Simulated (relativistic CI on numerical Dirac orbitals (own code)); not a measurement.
Calculated levels, Tm59+

Computed by Dirac-Coulomb-Breit CI, orbitals from a KLI potential per configuration, a model potential for QED, unscaled Slater integrals (own radial code, finite nucleus).

Configurations in the expansion (outside the closed core 1s2): 2s2 2p6, 2s2 2p5 3s, 2s2 2p5 3p, 2s2 2p5 3d, 2s 2p6 3s, 2s 2p6 3p, 2s 2p6 3d, 2s2 2p5 4s, 2s2 2p5 4p, 2s2 2p5 4d, 2s2 2p5 4f, 2s2 2p4 3s2, 2s 2p6 4s, 2s2 2p4 3s 3p, 2s 2p6 4p, 2s2 2p5 5s, 2s 2p6 4d, 2s2 2p5 5p, 2s 2p6 4f, 2s2 2p5 5d, 2s2 2p4 3s 3d, 2s2 2p5 5f, 2s2 2p4 3p2, 2s2 2p5 5g, 2s2 2p4 3p 3d, 2s 2p5 3s2, 2s2 2p4 3d2, 2s 2p5 3s 3p, 2s 2p5 3s 3d, 2s 2p5 3p2, 2s 2p6 5s, 2s 2p6 5p, 2s 2p5 3p 3d, 2s 2p6 5d, 2s 2p6 5f, 2s 2p6 5g. Levels of other configurations are missing.

```
No.  Configuration  Term  J  E (10³ cm⁻¹)    %  Lifetime (s)
  1        2s2 2p6    1S  0           0.0  100              
  2     2s2 2p5 3s   3P°  2       57772.9  100      4.53e-10
  3     2s2 2p5 3s   1P°  1       57835.4   66      9.03e-15
  4     2s2 2p5 3p    3P  1       58849.3   49      2.34e-11
  5     2s2 2p5 3p    3D  2       58865.4   50      1.62e-12
  6     2s2 2p5 3p    3D  3       61050.6  100      1.12e-12
  7     2s2 2p5 3p    1P  1       61052.5   56      1.19e-12
  8     2s2 2p5 3p    3P  2       61145.6   67      6.52e-13
  9     2s2 2p5 3p    1S  0       61561.4   61      7.23e-13
 10     2s2 2p5 3d   3P°  0       62226.6  100      1.46e-12
 11     2s2 2p5 3d   3P°  1       62299.6   67      2.30e-14
 12     2s2 2p5 3d   3F°  3       62313.1   54      1.38e-12
 13     2s2 2p5 3d   3D°  2       62369.9   55      1.31e-12
 14     2s2 2p5 3d   3F°  4       62791.6  100      8.81e-12
 15     2s2 2p5 3d   1D°  2       62842.9   49      5.41e-12
 16     2s2 2p5 3d   3D°  3       62918.1   71      7.98e-12
 17     2s2 2p5 3d   1P°  1       63139.0   63      4.85e-16
 18     2s2 2p5 3s   3P°  0       65889.6  100      7.65e-11
 19     2s2 2p5 3s   3P°  1       65916.6   66      3.92e-14
 20     2s2 2p5 3p    3D  1       66943.4   74      2.41e-11
 21     2s2 2p5 3p    3P  0       67295.9   61      4.61e-12
 22     2s2 2p5 3p    3P  1       69108.5   40      3.14e-13
 23     2s2 2p5 3p    3D  2       69201.3   50      6.24e-13
 24      2s 2p6 3s    3S  1       69497.7   78      9.47e-14
 25      2s 2p6 3s    1S  0       69656.6  100      8.78e-14
 26     2s2 2p5 3d   3F°  2       70424.4   74      1.32e-12
 27      2s 2p6 3p   3P°  1       70447.6   46      8.96e-16
 28      2s 2p6 3p   3P°  0       70510.4  100      8.11e-14
 29     2s2 2p5 3d   3D°  1       70678.6   33      2.19e-15
 30     2s2 2p5 3d   3P°  2       70952.4   47      5.37e-12
 31     2s2 2p5 3d   3F°  3       70979.3   44      7.64e-12
 32      2s 2p6 3p   3P°  2       72725.2  100      7.55e-14
 33      2s 2p6 3p   1P°  1       72769.8   68      2.85e-15
 34      2s 2p6 3d    3D  1       73940.8  100      8.30e-14
 35      2s 2p6 3d    3D  2       73981.4   73      6.40e-14
 36      2s 2p6 3d    3D  3       74450.4  100      8.19e-14
 37      2s 2p6 3d    1D  2       74567.4   73      5.19e-14
 38     2s2 2p5 4s   3P°  2       80441.8  100      2.13e-14
 39     2s2 2p5 4s   1P°  1       80462.8   66      1.17e-14
 40     2s2 2p5 4p    3P  1       80887.3   50      1.72e-14
 41     2s2 2p5 4p    3D  2       80892.0   50      1.70e-14
 42     2s2 2p5 4p    3D  3       81790.4  100      2.54e-14
 43     2s2 2p5 4p    1P  1       81792.5   57      2.52e-14
 44     2s2 2p5 4p    3P  2       81825.6   67      2.56e-14
 45     2s2 2p5 4p    1S  0       81966.3   65      2.66e-14
```

Energies count from the lowest computed level; ° marks odd parity; lifetimes are radiative, by E1, M1, E2, M2 decay to levels of this space only.

The mean weight of the leading LS term, summed over parents, in these 45 levels is 71 %, and that of the leading jj configuration (from the same eigenvectors) 97 %, so jj coupling describes them better and the LS labels are nominal.

At this charge energies of transitions that change n are usually good to better than 1 %, and those within a shell (Δn = 0) to a few per cent.

LS names give the leading component of a level, which can be under half, so a name can repeat, a term be missing and a line seem to break the LS rules.
